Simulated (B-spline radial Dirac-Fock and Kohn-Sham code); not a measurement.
Photoionisation of cerium ions at Ag Kα (22162.9 eV)

The computed values come from a radial finite-basis atomic code: independent-particle photoionisation in a Dirac-Hartree-Slater potential with a Latter tail, all multipoles, thresholds from Dirac-Fock ΔSCF. Cross sections in kb; a dash marks an empty subshell or a threshold above the photon energy.

```csv
ion,configuration,total,2s,2p1/2,3d3/2,5d3/2,5d5/2
Ce,[Xe] 4f1 5d1 6s2,5.560,1.77,1.05,0.0319,5.06e-05,6.42e-05
Ce²⁺,[Xe] 4f2,5.555,1.77,1.05,0.0319,–,–
Ce³⁺,[Xe] 4f1,5.559,1.77,1.05,0.0319,–,–
```
